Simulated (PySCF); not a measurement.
# Fine-structure interval along the 13-electron series

Calculated with PySCF 2.14 and a two-component X2C-1e Hamiltonian (Gaussian nucleus, no Breit or QED terms), each ion in its own even-tempered basis scaled to its charge; GMP2 freezes 1s2 and drops the highest virtual spinors. Values in cm⁻¹.

```tsv
ion	configuration	GHF (screened spin-orbit)	GMP2 (screened spin-orbit)	GHF (bare spin-orbit)
Kr²³⁺	[Ne] 3s2 3p1	102440	100910	108530
Rb²⁴⁺	[Ne] 3s2 3p1	116710	115110	123460
Sr²⁵⁺	[Ne] 3s2 3p1	132450	130780	139920
```

Between Z = 36 and Z = 38 the GHF (bare spin-orbit) value grows as Z to the power 4.70.
